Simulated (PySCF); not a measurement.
Bonds: Au1-P2 2.246 Å, Au1-Cl6 2.276 Å. P2 carries H3, H4, H5.

Geometry: PBE0-D3(BJ)/def2-SVP; GIAO shifts from PySCF, gas phase, scalar relativity only through the core potential, averaged over equivalent atoms.

At PBE0/pcSseg-1 (def2-TZVP on Au) (103 basis functions, 6.2 s wall time on 1 thread of an Arm Neoverse V1, shared host):
```csv
atoms,δ (ppm)
P2,-205.3
H3/H4/H5,4.10
Cl6,12.3
```

Scale: 31P (σ = 310.13 ppm) vs H3PO4; 1H (σ = 31.27 ppm) against TMS; HCl for 35Cl (σ = 943.27 ppm) (reference shieldings calculated alike).

Task: What do these become at KT2/pcSseg-1 (def2-TZVP on Au)?

Result: 
```tsv
atoms	δ at KT2/pcSseg-1 (def2-TZVP on Au)	change
P2	-207.5	-2.2
H3/H4/H5	4.17	+0.07
Cl6	87.0	+74.7
```

References, each an isolated molecule treated in the same way: H3PO4 for 31P (σref 325.43); TMS for 1H (σref 31.18); 35Cl (σref 942.74) against HCl.

The largest change is at Cl6 (chlorine bonded to Au). Cost: 103 basis functions, 9 s wall time on 1 thread of an Arm Neoverse V1, shared host.

Au is described by an effective core potential, so it has no shielding of its own here; spin–orbit effects on the atoms bonded to it, which can be large, are absent, and the values of these neighbours are rough. Experimental scales use liquid or dissolved standards, which lie at an offset from isolated H3PO4.
